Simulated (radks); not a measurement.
All-electron atom: a nucleus of charge 82.7 with 81 electrons in [Hg] 6p1. Calculated with a radial shooting solver on a logarithmic mesh with Libxc functionals: scalar-relativistic Kohn-Sham, PBE, spin-unpolarised, spherical densities, point nucleus.

Normalised radial functions P(r) = r R(r), r in bohr:

r              5s      4f       5d
0.002774   0.1855  0.0000   0.0002
0.003759   0.2122  0.0000   0.0004
0.005095   0.2320  0.0000   0.0009
0.006905   0.2362  0.0000   0.0020
0.009358   0.2128  0.0001   0.0045
0.01268    0.1482  0.0004   0.0098
0.01719    0.0332  0.0013   0.0207
0.0233    -0.1251  0.0038   0.0422
0.03157   -0.2858  0.0108   0.0814
0.04279   -0.3642  0.0290   0.1457
0.05799   -0.2561  0.0732   0.2344
0.07922    0.0783  0.1742   0.3243
0.1074     0.4405  0.3664   0.3446
0.1455     0.4645  0.6795   0.2100
0.1972    -0.0496  1.0809  -0.1017
0.2673    -0.6667  1.4346  -0.4329
0.3622    -0.5745  1.5455  -0.4833
0.4909     0.3480  1.3196  -0.0916
0.6653     1.2005  0.8728   0.5302
0.9017     1.2206  0.4317   0.9592
1.222      0.6694  0.1506   0.9581
1.656      0.2080  0.0344   0.6558
2.245      0.0344  0.0046   0.3199
3.042      0.0026  0.0003   0.1064
4.123      0.0001  0.0000   0.0218
5.587      0.0000  0.0000   0.0023
7.572      0.0000  0.0000   0.0001

5s: eigenvalue -168.07 eV, 4 radial nodes at r = 0.0184, 0.0745, 0.193, 0.445 bohr, <r> = 0.838 bohr, 90 % of the charge inside 1.19 bohr. 4f: eigenvalue -161.04 eV, 0 radial nodes, <r> = 0.445 bohr, 90 % of the charge inside 0.704 bohr. 5d: eigenvalue -39.620 eV, 2 radial nodes at r = 0.181, 0.515 bohr, <r> = 1.25 bohr, 90 % of the charge inside 1.88 bohr.
